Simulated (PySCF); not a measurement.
```xyz
17

C     -2.3058     0.6409    -0.0231
C     -1.2854     1.5207     0.0289
C     -0.0151     0.7968     0.0283
C      1.3046     1.2472     0.0710
C      2.3342     0.3055     0.0577
C      2.0519    -1.0618     0.0029
C      0.7299    -1.5157    -0.0399
C     -0.2988    -0.5839    -0.0270
C     -1.7892    -0.7678    -0.0634
H     -3.3673     0.8931    -0.0353
H     -1.3761     2.6077     0.0662
H      1.5291     2.3159     0.1139
H      3.3740     0.6400     0.0906
H      2.8727    -1.7829    -0.0066
H      0.5160    -2.5870    -0.0827
H     -2.1550    -1.3660     0.7909
H     -2.1197    -1.3026    -0.9725
```

Charge 0, multiplicity 1.

Give the Mulliken and meta-Löwdin atomic charges from PBE0-D3(BJ)/def2-TZVP // PBE0-D3(BJ)/def2-SVP (PySCF).


| atom | Mulliken (e) | meta-Löwdin (e) |
|---|---|---|
| C1 | -0.21 | -0.13 |
| C2 | -0.17 | -0.14 |
| C3 | 0.12 | 0.00 |
| C4 | -0.22 | -0.14 |
| C5 | -0.11 | -0.12 |
| C6 | -0.10 | -0.13 |
| C7 | -0.22 | -0.13 |
| C8 | 0.01 | 0.01 |
| C9 | -0.04 | -0.22 |
| H10 | 0.12 | 0.12 |
| H11 | 0.12 | 0.12 |
| H12 | 0.11 | 0.12 |
| H13 | 0.11 | 0.12 |
| H14 | 0.11 | 0.12 |
| H15 | 0.11 | 0.12 |
| H16 | 0.12 | 0.14 |
| H17 | 0.12 | 0.14 |
